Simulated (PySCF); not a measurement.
Sb(Me)3 (C3H9Sb), SMILES [CH3][Sb]([CH3])[CH3].

Coordinates come from a B3LYP-D3(BJ)/def2-SVP optimisation. The isomer is the one that the SMILES or the coordinates give; other isomers of the formula were not compared. The def2 effective core potentials stand for the cores of Sb; spin–orbit coupling is left out.

The numbers are results of M06-2X/def2-TZVP in PySCF, not measurements.

Symmetry labels are those of the subgroup Cs that the program uses (full group C3v).

Computed valence orbital energies around the gap with their symmetry:
```tsv
orbital	symmetry	energy (eV)
HOMO−7	A'	-12.75
HOMO−6	A"	-12.75
HOMO−5	A"	-12.35
HOMO−4	A'	-12.35
HOMO−3	A"	-12.22
HOMO−2	A"	-9.19
HOMO−1	A'	-9.19
HOMO	A'	-7.58
LUMO	A'	0.78
LUMO+1	A"	0.78
LUMO+2	A'	1.67
LUMO+3	A'	2.22
```
